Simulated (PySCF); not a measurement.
This script is equivalent to a calculation on Se⁺ (selenium, charge +1).

```python
from pyscf import gto, scf, dft, mp, cc
import basis_set_exchange as bse
mol = gto.M(atom="Se 0 0 0", charge=1, spin=3, symmetry="D2h",
            basis=gto.basis.parse(bse.get_basis("Sapporo-DKH3-DZP-2012", elements=["Se"], fmt="nwchem", header=False)),
            nucmod="G")
mf = dft.UKS(mol, xc="LDA,VWN").sfx2c1e()
mf.irrep_nelec = {'Ag': (6, 6), 'B1g': (1, 1), 'B2g': (1, 1), 'B3g': (1, 1), 'B1u': (3, 2), 'B2u': (3, 2), 'B3u': (3, 2)}
mf.kernel()
```

(1) What total energy does it give?

(2) Which occupied shell lies highest, and where?

(3) What is ⟨S²⟩, and what would a pure spin state give?

Answers

(1) -2425.811 hartree (calculated).

(2) 4p α, at -16.464 eV.

(3) 3.750, against 3.75.
